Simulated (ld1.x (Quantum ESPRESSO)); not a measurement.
## copper (Cu): variants of one PAW potential

Base potential:

copper, PAW, made with ld1.x (Quantum ESPRESSO) 7.5 (PBE, scalar-relativistic). Core [Ar], reference 3d10 4s0.5 4p0 (charge +0.5). Waves: 4s (bound): rcut 1.90, rcutus 2.40 bohr; 4s channel at 0.2 Ry: rcut 1.90, rcutus 2.40 bohr; 4p (bound, empty): rcut 2.40, rcutus 2.75 bohr; 4p channel at 1.05 Ry: rcut 2.40, rcutus 2.75 bohr; 3d (bound): rcut 1.20, rcutus 1.50 bohr; 3d channel at 2.6 Ry: rcut 1.20, rcutus 1.50 bohr. Local part: all-electron potential smoothed inside 1.55 bohr (lloc = -2). Core correction: Bessel-smoothed model core, default radius (core density twice the valence density). Augmentation charge: PSQ, radius 1.25 bohr.

All-electron outer shells of the reference configuration (PBE, scalar-relativistic, ld1.x):

| shell | level (eV) | outermost node (bohr) | outermost maximum (bohr) |
| --- | --- | --- | --- |
| 3p | -76.24 | 0.26 | 0.62 |
| 3d | -9.13 | – | 0.60 |
| 4s | -8.10 | 0.89 | 2.19 |
| 4p | -3.42 | 0.97 | 3.10 |

Cutoffs, loose and tight: the cutoffs (Ry, on a coarse ladder) from which the occupation-weighted sum of valence levels, in a spherical-Bessel basis at the reference potential, stays within 10 and 1 mRy of its value at 400 Ry. They do not see the model core or the augmentation charge, which bear on the density cutoff. Test errors are all-electron minus pseudo excitation energies from the reference, over the configurations 3d10 4s1 4p0; 3d10 4s0 4p0; 3d9 4s0 4p0; 3d9 4s2 4p0; 3d9 4s1 4p1; 3d7 4s0 4p0; 3d9 4s1 4p0. A dash means not determined; rows that change the core or the reference have their own tests. The largest error is taken over the tests solved by every variant that gives reliable tests at all: 3d10 4s0 4p0; 3d10 4s1 4p0; 3d9 4s1 4p0; 3d9 4s1 4p1; 3d9 4s2 4p0.

A true bound ghost makes a file unfit for plane-wave use even where its test errors are small: the radial tests pick states by their node count and pass the ghost by.

| change | outcome | cutoff, loose | cutoff, tight | bound ghosts | largest test error (meV) |
| --- | --- | --- | --- | --- | --- |
| base | generated | 50 Ry | 80 Ry | none | -71 |
| local potential all-electron potential smoothed inside 1.02 bohr (lloc = -2) | generated | 50 Ry | 80 Ry | s | -99 |
| local potential all-electron potential smoothed inside 1.28 bohr (lloc = -2) | generated | 50 Ry | 80 Ry | none | -69 |
| local potential all-electron potential smoothed inside 1.56 bohr (lloc = -2) | generated | 50 Ry | 80 Ry | none | -71 |
| local potential all-electron potential smoothed inside 1.78 bohr (lloc = -2) | generated | 50 Ry | 80 Ry | none | -72 |
| local potential all-electron potential smoothed inside 2.08 bohr (lloc = -2) | generated | 50 Ry | 80 Ry | none | -72 |
| local potential all-electron potential smoothed inside 2.20 bohr (lloc = -2) | generated | 50 Ry | 80 Ry | none | -72 |
| local potential all-electron potential smoothed inside 2.42 bohr (lloc = -2) | generated | 50 Ry | 80 Ry | none | -72 |
| local potential all-electron potential smoothed inside 2.72 bohr (lloc = -2) | generated | 50 Ry | 80 Ry | none | -73 |
| local potential all-electron potential smoothed inside 2.92 bohr (lloc = -2) | generated | 50 Ry | 80 Ry | none | -75 |
| local potential all-electron potential smoothed inside 3.26 bohr (lloc = -2) | generated | 50 Ry | 80 Ry | none | -65 |

Reading the sweep of the rcloc (base included, trends over the rows without a ghost): The loose cutoff stays near 50 Ry. The median size of the test errors (rows with all tests solved) stays near 65.3 meV. Bound ghosts are found at 1.02 bohr.
